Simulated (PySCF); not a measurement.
Be(F)(Et) (C2H5BeF), SMILES C[CH2][Be][F]. Atoms are numbered in the order given.

```xyz
9

Be     0.1639    -0.8661     0.0000
F     -0.2252    -2.2091     0.0000
C      0.6467     0.7423     0.0000
C     -0.4698     1.8051     0.0000
H      1.3137     0.8946    -0.8812
H      1.3137     0.8946     0.8812
H     -1.1259     1.7161     0.8909
H     -1.1259     1.7161    -0.8909
H     -0.0663     2.8403     0.0000
```
Charge 0, spin multiplicity 1.

Coordinates come from a PBE-D3(BJ)/def2-SVP optimisation. One conformer was computed; it need not be the lowest.

All values below come from B3LYP/pcJ-1 (PySCF).

Isotropic couplings with Fermi-contact, spin-dipole and both spin-orbit terms, one fixed conformer, no vibrational averaging. Isotopes: 13C, 19F, 1H.

```csv
pair,bonds apart,J (Hz)
C3–C4,1,34.9
C3–H5,1,120.6
C3–H6,1,120.6
C4–H7,1,(withheld)
C4–H8,1,(withheld)
C4–H9,1,(withheld)
F2–C3,2,7.6
C3–H7,2,(withheld)
C3–H8,2,(withheld)
C3–H9,2,(withheld)
C4–H5,2,-5.0
C4–H6,2,-5.0
H5–H6,2,(withheld)
H7–H8,2,(withheld)
H7–H9,2,(withheld)
H8–H9,2,(withheld)
F2–H5,3,2.2
F2–H6,3,2.2
H5–H7,3,19.0
H5–H8,3,3.4
H5–H9,3,6.1
H6–H7,3,3.4
H6–H8,3,19.0
H6–H9,3,6.1
F2–H9,4,3.2
```

Problem. What belongs in the gaps? (The exact figures need the calculation; the answer reports its results.)

Solution. 
- C4–H7, J (Hz): 133.1
- C4–H8, J (Hz): 133.1
- C4–H9, J (Hz): 136.6
- C3–H7, J (Hz): -1.0
- C3–H8, J (Hz): -1.0
- C3–H9, J (Hz): -4.1
- H5–H6, J (Hz): -17.0
- H7–H8, J (Hz): -14.4
- H7–H9, J (Hz): -13.5
- H8–H9, J (Hz): -13.5
